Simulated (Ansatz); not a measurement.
One change: `O[SiH](S)I` becomes `O[SiH](S)[SiH2][SiH3]`.

Ansatz, PBE0-D4/def2-TZVP geometries, multiplicity 1. Each molecule was computed in one conformer, which needn't be the lowest.

Elements past krypton have def2 core potentials.  Spin–orbit coupling is left out; it splits and shifts lone-pair levels of the heavy atoms by tenths of an eV.

| property | `O[SiH](S)I` |
| --- | --- |
| LUMO energy (PBE/def2-TZVPP) / eV | -1.66 |
| zero-point energy (PBE0-D4/def2-TZVP) / kJ/mol | 89.2 |
| HOMO–LUMO gap (ωB97M-V/def2-TZVPP) / eV | 10.90 |
| size of the dipole moment (ωB97M-V/def2-TZVPP) / D | 0.87 |
| LUMO energy (B3LYP/def2-TZVPP) / eV | -1.03 |
| HOMO–LUMO gap (PBE/def2-TZVPP) / eV | 4.87 |

(1) Give the same properties after the change, and the shifts. (An estimate is asked.)

Answers

(1) Computed: 
| property | `O[SiH](S)[SiH2][SiH3]` | shift |
| --- | --- | --- |
| LUMO energy (PBE/def2-TZVPP) / eV | -1.30 | 0.36 |
| zero-point energy (PBE0-D4/def2-TZVP) / kJ/mol | 195.9 | 106.7 |
| HOMO–LUMO gap (ωB97M-V/def2-TZVPP) / eV | 11.02 | 0.12 |
| size of the dipole moment (ωB97M-V/def2-TZVPP) / D | 1.58 | 0.71 |
| LUMO energy (B3LYP/def2-TZVPP) / eV | -0.65 | 0.38 |
| HOMO–LUMO gap (PBE/def2-TZVPP) / eV | 5.12 | 0.25 |

With PBE0 the HOMO rises by 0.08 eV and the LUMO rises by 0.35 eV, so the gap widens by about 0.27 eV. PBE moves the HOMO by 0.11 eV and ωB97M-V by 0.06 eV. The zero-point energy changes by 106.7 kJ/mol with +18 modes. Dipoles are sizes alone; their direction can turn.

Positive LUMOs are unbound, so they and the gaps depend on the basis.

B3LYP here is the variant with VWN-RPA as its local correlation; programs differ in this.
